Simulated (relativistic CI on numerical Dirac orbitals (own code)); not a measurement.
W51+: q coefficients and field-shift factors

These numbers are calculated, not measured: Dirac-Coulomb-Breit CI, orbitals from a KLI potential per configuration, derivatives by finite differences, unscaled Slater integrals, QED left out (own radial code, finite nucleus).

Configurations in the expansion (outside the closed core [Ne]): 3s2.3p6.3d5, 3s2.3p5.3d6, 3s2.3p4.3d7, 3s.3p6.3d6, 3p6.3d7, 3s.3p5.3d7, 3s2.3p6.3d4.4s, 3s2.3p6.3d3.4s2. Levels of other configurations are missing.

With x = (α/α₀)² − 1 an excitation energy changes as ω = ω₀ + qx; K = 2q/ω₀ is the relative enhancement. Terms are leading LS components, so labels can repeat. The field-shift factor is F = δν/δ⟨r²⟩ for the transition from the lowest level.

Lowest level 3s2.3p6.3d5 4P_5/2.

| Level | ω₀ (cm⁻¹) | q (cm⁻¹) | K | F (GHz/fm²) |
| --- | --- | --- | --- | --- |
| 3s2.3p6.3d5 6S_5/2 | 469196 | 576700 | 2.46 | 14.3 |
| 3s2.3p6.3d5 4G_7/2 | 566378 | 562100 | 1.98 | 14.4 |
| 3s2.3p6.3d5 2H_11/2 | 578596 | 550200 | 1.9 | 14.9 |
| 3s2.3p6.3d5 4D_3/2 | 579965 | 573300 | 1.98 | 14.1 |
| 3s2.3p6.3d5 2G_9/2 | 623860 | 566000 | 1.81 | 14.9 |
| 3s2.3p6.3d5 2D_5/2 | 653026 | 579700 | 1.78 | 14.8 |
| 3s2.3p6.3d5 4P_1/2 | 681120 | 609700 | 1.79 | 14.9 |
| 3s2.3p6.3d5 2F_7/2 | 691159 | 569700 | 1.65 | 14.5 |
| 3s2.3p6.3d5 2D_3/2 | 826040 | 622400 | 1.51 | 16.8 |
| 3s2.3p6.3d5 6S_5/2 | 1025191 | 1.135e+06 | 2.21 | 27.9 |
| 3s2.3p6.3d5 4D_7/2 | 1098169 | 1.142e+06 | 2.08 | 28.3 |
| 3s2.3p6.3d5 4G_11/2 | 1103260 | 1.129e+06 | 2.05 | 29 |
| 3s2.3p6.3d5 4G_9/2 | 1119051 | 1.132e+06 | 2.02 | 28.4 |
| 3s2.3p6.3d5 2I_13/2 | 1145802 | 1.119e+06 | 1.95 | 29.4 |
| 3s2.3p6.3d5 4D_1/2 | 1156983 | 1.159e+06 | 2 | 28.5 |
| 3s2.3p6.3d5 4P_3/2 | 1164024 | 1.155e+06 | 1.98 | 28.9 |
| 3s2.3p6.3d5 2F_5/2 | 1176640 | 1.144e+06 | 1.94 | 28.4 |
| 3s2.3p6.3d5 2H_9/2 | 1218802 | 1.14e+06 | 1.87 | 29.5 |
| 3s2.3p6.3d5 2G_7/2 | 1241216 | 1.137e+06 | 1.83 | 28.6 |
| 3s2.3p6.3d5 4F_5/2 | 1256296 | 1.151e+06 | 1.83 | 29.5 |
| 3s2.3p6.3d5 2D_3/2 | 1262543 | 1.129e+06 | 1.79 | 27.2 |
| 3s2.3p6.3d5 4P_1/2 | 1310369 | 1.149e+06 | 1.75 | 28.7 |
| 3s2.3p6.3d5 2G_7/2 | 1310443 | 1.146e+06 | 1.75 | 29.7 |

At this charge energies of transitions that change n are usually good to better than 1 %, and those within a shell (Δn = 0) to a few per cent.
